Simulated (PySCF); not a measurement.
Compound: C₆H₁₃P.
Z-matrix (Å and degrees, GFN2-xTB geometry), rows numbered from 1:
```
C 
C   1  1.5252
C   2  1.5349  1  112.18
C   3  1.5224  2  107.92  1  -151.73
C   4  1.5278  3  106.20  2    48.53
C   5  1.5217  4  113.73  3  -168.84
P   5  1.8741  4  105.40  3   -44.85
H   1  1.0892  2  110.46  3   -57.24
H   1  1.0881  2  110.64  3  -177.42
H   1  1.0887  2  110.50  3    62.76
H   2  1.0953  1  108.67  3   121.75
H   3  1.0909  2  110.78  1    85.65
H   3  1.0927  2  109.20  1   -33.22
H   4  1.0932  3  109.80  2   -69.76
H   4  1.0918  3  111.76  2   170.09
H   5  1.0982  4  109.02  3    69.33
H   6  1.0891  5  110.48  4    57.69
H   6  1.0883  5  110.72  4   177.67
H   6  1.0892  5  110.29  4   -62.18
H   7  1.4061  2   94.80  1  -140.45
```

Definitions: NICS(0) = −σiso at the ring centroid; NICS(1) = −σiso and NICS(1)zz = −σzz at ±1 Å along the ring normal z. Level: GIAO PBE0/pcSseg-1 (PySCF, non-relativistic, gas phase) on the GFN2-xTB geometry, one conformer.

Ring bond lengths (Å), with Mayer bond orders in brackets: C2–C3 1.535 (0.96), C3–C4 1.522 (1.05), C4–C5 1.528 (0.98), C5–P7 1.874 (0.95), P7–C2 1.893 (0.95).

**Question.** What do the NICS probes read (ppm)?

**Answer.** 
```json
{"ring": "C2–C3–C4–C5–P7", "type": "5-membered ring with P; formal bonds all single", "NICS(0)": "-5.4", "NICS(1), two faces": "-4.0 / -4.4", "NICS(1)zz, two faces": "-1.2 / -2.5", "rms pucker (Å)": "0.20", "centre to ring atoms, mean (Å)": "1.39"}
```

**Question.** What do they say, and how far can they be read as aromaticity?

**Answer.** 
- C2–C3–C4–C5–P7: mean NICS(1)zz -1.9 ppm, near zero. C2, C3, C4, C5 have four or more neighbours; no verdict on aromaticity is drawn.

**Question.** How shielded are the nuclei of the rings and their hydrogens (means over atoms taken as equivalent)?

**Answer.** 
```
   atoms                     environment  σ isotropic (ppm)  principal values of the symmetric part, first atom (ppm)
 C2 (×2)  sp3 carbon bound to phosphorus              149.5                                       115.8, 163.6, 176.3
 C3 (×2)                 ring CH2 carbon              142.1                                       113.4, 152.6, 166.8
      P7            phosphine phosphorus              372.4                                       282.2, 382.0, 453.0
H11 (×2)                methine hydrogen              29.49                                          25.1, 27.6, 34.8
H12 (×2)              methylene hydrogen              29.49                                          24.6, 27.6, 36.1
H13 (×2)              methylene hydrogen              30.50                                          25.9, 29.9, 35.9
     H20                    P–H hydrogen              28.90                                          24.7, 28.1, 33.9
```
